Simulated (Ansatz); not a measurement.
Input (FCI/def2-SVPD; Ansatz, a first-principles code):

Ansatz 0.2 input:
```yaml
crystal:
  periodic: [false, false, false]
  atoms:
    - {symbol: Cl, position_ang: [0.00000000, 0.00000000, 0.00000000]}
basis:
  gaussian:
    orbitals: def2-SVPD
magnetization: {spin_polarized: true, initial_magnetization: 1}
correlation: {method: fci, electrons: outside_noble_gas}
scf: {lower_state_search: full}
```

Output:

```
Functional definition: HF
integrals: 0.01 GiB planned
209 factors; integrals over basis functions are off by at most 2.7e-8 eV
mean field: 0.06 GiB planned
mean field evaluation 1: about -12498.7468 eV, gradient 4.5e0 eV
mean field evaluation 2: about -12498.7489 eV, gradient 4.5e0 eV
mean field evaluation 4: about -12498.9008 eV, gradient 3.7e-1 eV
mean field evaluation 8: about -12498.9026 eV, gradient 3.5e-3 eV
mean field evaluation 16: about -12498.9026 eV, gradient 8.1e-3 eV
mean field evaluation 32: about -12498.9026 eV, gradient 2.0e-4 eV
mean field evaluation 64: about -12498.9026 eV, gradient 1.9e-6 eV
mean field -12498.90257952 eV, -459.3261977369 hartree, gradient 3.4e-6 eV, S^2 0.756991; 5 other end points of the search recorded, 0 dependent functions left out
5 core orbitals not correlated
reference -12498.78635130 eV, -459.3219264286 hartree; 4, 3 occupied and 18, 19 virtual orbitals, 209 factors
configuration interaction: 0.98 GiB planned
state -12502.70420380 eV, -459.4659048524 hartree
Total energy: -12502.70420380 eV, -459.4659048524 hartree
```
